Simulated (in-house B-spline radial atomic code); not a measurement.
# The ytterbium ion Yb⁶⁺: [Kr] (4d3/2)3 (4d5/2)6 (4f5/2)6 (4f7/2)6 5s2 (5p3/2)4 (5g9/2)1 (an excited or competing configuration)

Computed with a radial B-spline atomic code at the basis-set limit: Dirac-Hartree-Fock, average of the jj configuration, Fermi nucleus of rms radius 5.3108 fm.

Screening seen three ways: the hydrogenic charge with the same mean radius, Z_r = [3n² - l(l+1)]/(2<r>), the one with the same energy, Z_e = n√(-2ε), and Slater's rules. Values are occupation-weighted means over j. An effective charge above Z reflects the relativistic contraction of the inner shells.

```tsv
shell	electrons	ε (eV)	<r> (bohr)	Z_r	Z_e	Slater
1s	2	-61830	0.01966	76.30	67.41	69.70
2s	2	-10706	0.08268	72.57	56.10	65.85
2p	6	-9493.9	0.07377	67.78	52.83	65.85
3s	2	-2562.7	0.2156	62.62	41.17	58.75
3p	6	-2186	0.215	58.15	38.03	58.75
3d	10	-1702.9	0.1961	53.55	33.56	48.85
4s	2	-625.41	0.486	49.38	27.12	42.25
4p	6	-497.01	0.5139	44.75	24.18	42.25
4d	9	-321.01	0.5534	37.94	19.43	31.20
5s	2	-161.45	1.124	33.37	17.22	15.60
4f	12	-127.68	0.6425	28.02	12.25	21.15
5p	4	-122.83	1.276	28.61	15.02	15.60
5g	1	-26.894	3.844	7.15	7.03	-
```

The least bound orbital is 5g9/2 at -26.89 eV, and it is also the most diffuse (<r> = 3.844 bohr). The part-filled 4d shell lies below the filled 5s shell in orbital energy.

For the 1s electron the small component carries 6.9 % of the norm, the zero-frequency Breit interaction raises the level by 202.3 eV, self-energy by 124.3 eV, and vacuum polarisation lowers it by 22.14 eV.

The density falls to 0.001 bohr⁻³ at 4.485 bohr; Σ<r²> = 38.8 bohr² gives, by the non-relativistic formula and without the paramagnetism of open shells, a Langevin diamagnetic susceptibility of -30.73×10⁻⁶ cm³/mol.
